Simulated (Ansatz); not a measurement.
Ansatz (a first-principles code) input (SVWN5/def2-TZVPD):

Ansatz 0.2 input:
```yaml
crystal:
  periodic: [false, false, false]
  atoms:
    - {symbol: C, position_ang: [2.38247503, -0.06325618, 0.11311145]}
    - {symbol: C, position_ang: [0.93602872, -0.50222418, -0.09280003]}
    - {symbol: C, position_ang: [-0.01936839, 0.67719232, -0.26102769]}
    - {symbol: C, position_ang: [-1.46261568, 0.26880646, -0.44748732]}
    - {symbol: F, position_ang: [-1.93307620, -0.39015920, 0.69640521]}
    - {symbol: H, position_ang: [2.74240086, 0.52420972, -0.73531032]}
    - {symbol: H, position_ang: [2.48089684, 0.55544119, 1.00826399]}
    - {symbol: H, position_ang: [3.04587595, -0.92195772, 0.22859101]}
    - {symbol: H, position_ang: [0.60808331, -1.10714121, 0.75547913]}
    - {symbol: H, position_ang: [0.86825986, -1.14628614, -0.97583005]}
    - {symbol: H, position_ang: [0.04889596, 1.34168610, 0.60592127]}
    - {symbol: H, position_ang: [0.27209849, 1.27219549, -1.13418751]}
    - {symbol: H, position_ang: [-2.10897657, 1.13467914, -0.60633206]}
    - {symbol: H, position_ang: [-1.57896704, -0.42450423, -1.28502081]}
basis:
  gaussian:
    orbitals: def2-TZVPD
hamiltonian:
  xc: {name: SVWN5}
magnetization: {spin_polarized: true, initial_magnetization: 2}
```

End of the output:

```
integrals: 0.18 GiB planned
1352 factors; their error is unknown
0.19 GiB of the device are held for the grids
1.48 GiB of device memory are held for the factors and their scratch space
mean field: 1.76 GiB planned
mean field evaluation 1: about -6924.8832 eV, gradient 6.9e1 eV
mean field evaluation 2: about -6826.4429 eV, gradient 1.5e2 eV
mean field evaluation 4: about -6934.0743 eV, gradient 5.0e1 eV
mean field evaluation 8: about -6948.5492 eV, gradient 7.9e0 eV
mean field evaluation 16: about -6949.0725 eV, gradient 3.9e0 eV
mean field evaluation 32: about -6949.1170 eV, gradient 1.2e-5 eV
mean field evaluation 64: about -6949.0934 eV, gradient 7.5e-1 eV
mean field evaluation 96: about -6948.4064 eV, gradient 2.5e-1 eV
mean field evaluation 128: about -6949.1097 eV, gradient 5.5e-2 eV
mean field evaluation 160: about -6949.1100 eV, gradient 1.4e-1 eV
mean field -6949.11697292 eV, -255.3753384743 hartree, gradient 4.8e-6 eV, S^2 2.000592; 10 other end points of the search recorded, 0 dependent functions left out
reference -6949.11701644 eV, -255.3753400735 hartree; 22, 20 occupied and 247, 249 virtual orbitals, 1352 factors
Total energy: -6949.11701644 eV, -255.3753400735 hartree
```

This state (charge 0, triplet) is run at the relaxed geometry of the species with charge 0 and multiplicity 1, and is a spin state other than that species' own.
